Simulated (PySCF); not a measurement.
Ligands exchanged one at a time, Sn OCH3-SiH3. Isolated molecules, 0 K electronic values unless said otherwise. One relaxed conformer stands for each flexible species; it need not be the lowest. Strings in code marks are SMILES. In the def2 sets, heavy atoms carry core potentials. All members: neutral, multiplicity 1. Level: PBE0-D4/def2-TZVP // PBE0-D4/def2-SVP (PySCF), beside PBE-D3(BJ)/def2-TZVP // PBE0-D4/def2-SVP (PySCF) at the same geometries. 

```json
[
 {"species": "`C[O][Sn]([O]C)([O]C)[O]C`", "HOMO–LUMO gap, PBE (eV)": "3.69", "HOMO–LUMO gap, PBE0-D4 (eV)": "6.30"},
 {"species": "`C[O][Sn]([SiH3])([SiH3])[SiH3]` (C–O–Sn–Si torsion 61°)", "HOMO–LUMO gap, PBE (eV)": "3.81", "HOMO–LUMO gap, PBE0-D4 (eV)": "withheld"},
 {"species": "`C[O][Sn]([SiH3])([O]C)[O]C`", "HOMO–LUMO gap, PBE (eV)": "3.99", "HOMO–LUMO gap, PBE0-D4 (eV)": "6.46"},
 {"species": "`C[O][Sn]([SiH3])([SiH3])[O]C` (C–O–Sn–Si torsion 45°, Si–Sn–O–C torsion -179°)", "HOMO–LUMO gap, PBE (eV)": "4.25", "HOMO–LUMO gap, PBE0-D4 (eV)": "6.47"},
 {"species": "`[SiH3][Sn]([SiH3])([SiH3])[SiH3]`", "HOMO–LUMO gap, PBE (eV)": "5.31", "HOMO–LUMO gap, PBE0-D4 (eV)": "7.13"}
]
```

Task: Fit y = a + b·x, y being the HOMO–LUMO gap at the first level, to the 4 complete rows by least squares, with x = the PBE value in eV. Give a, b and the rms residual, and predict the withheld value.

Result: Means of the 4 rows: x̄ = 4.31, ȳ = 6.59 eV. Σ(x − x̄)² = 1.4904 and Σ(x − x̄)(y − ȳ) = 0.7686, so b = 0.516 and a = ȳ − b·x̄ = 4.366 eV. The rms residual is 0.052 eV. At x = 3.81 the line gives 6.33 eV. The run for `C[O][Sn]([SiH3])([SiH3])[SiH3]` (C–O–Sn–Si torsion 61°) gave 5.92 eV, so the line is off by 0.41 eV, more than twice the rms residual.

Codes: PySCF.
